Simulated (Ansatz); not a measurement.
Isolated molecules relaxed with PBE0-D4/def2-TZVP in Ansatz; ΔE leaves out vibrations. CCSD(T)/CBS is the MP2 limit (def2-TZVPP, def2-QZVPP) plus CCSD(T) − MP2 in def2-TZVPP, frozen cores. This one scheme is used for every species. DFT in def2-TZVPP. B3LYP here is the variant with VWN-RPA as its local correlation; programs differ in this. Triplets are unrestricted, without spin–orbit coupling. Each species was taken in one conformer, which may not be the lowest.

`CN([SiH2]O)[SiH2]Cl` → `[CH2]` (triplet) + `O[SiH2]N[SiH2]Cl`  (formal loss of a carbene)

| species | B3LYP energy (Eh) |
| --- | --- |
| `CN([SiH2]O)[SiH2]Cl` | -1212.39407 |
| `[CH2]` (triplet) | -39.17003 |
| `O[SiH2]N[SiH2]Cl` | -1173.08395 |

(1) Work out ΔE.

Largest T1 diagnostic among the species: 0.011.

Answers

(1) ΔE = (-39.17003) + (-1173.08395) − (-1212.39407) = 0.14009 Eh = +87.9 kcal/mol. CCSD(T)/CBS gives +92.9 kcal/mol.

In def2-TZVPP, CCSD(T) changes the Hartree–Fock value by +34.1 kcal/mol (the triples alone add +3.0 kcal/mol) and MP2 by +37.0 kcal/mol. From PBE to PBE0 (25 % exact exchange), in def2-TZVPP and without D4, ΔE moves by −2.1 kcal/mol. The D4 term adds +4.4 kcal/mol with B3LYP and +2.4 kcal/mol with PBE0; it sums over pairs of atoms, weighted by their polarisabilities, and B3LYP, whose exchange is more repulsive, gets the larger term.
